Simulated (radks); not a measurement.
Charge is removed step by step from the 4s1/2 level of As+, starting from [Ar] 3d10 4s2 4p2. Calculated with a radial shooting solver on a logarithmic mesh with Libxc functionals: Dirac Kohn-Sham, BLYP, spin-unpolarised, spherical densities, finite nucleus; open shells are shared between the two j in proportion to 2j + 1; Fermi nuclear charge, rms radius 4.0968 fm.

| removed (e) | E - E(0) (eV) | eigenvalue (eV) | E minus straight line (eV) |
|---|---|---|---|
| 0 | 0.000 | -23.282 | 0.000 |
| 0.25 | 6.152 | -25.950 | -1.029 |
| 0.5 | 12.980 | -28.684 | -1.382 |
| 0.75 | 20.500 | -31.481 | -1.044 |
| 1 | 28.726 | -34.335 | 0.000 |

Removing the whole electron costs 28.726 eV by Delta-SCF, against 23.282 eV from minus the eigenvalue at the starting occupation. Slater's transition state (half an electron removed) gives 28.684 eV. Integrating minus the eigenvalue over the occupation (Janak's theorem) gives 28.726 eV. The mean slope of the eigenvalue, de/dn, is 11.1 eV per electron.
